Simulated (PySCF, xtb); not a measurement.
4-methyl-2H-pyrrole (C5H7N), SMILES C1CN=CC=1C.

GFN2-xTB (xtb 6.7.1) at its own geometry gives an orbital gap of 3.28 eV and a dipole moment of 2.22 D.

Geometry optimised at B3LYP-D3(BJ)/def2-SVP. The values are those of a single conformer.

Problem. What does PBE0/def2-TZVP in PySCF give? (An estimate is asked for; the answer gives what the named calculation found.)

Solution. gap 6.22 eV (levels -7.09 and -0.87 eV), dipole 2.35 D.
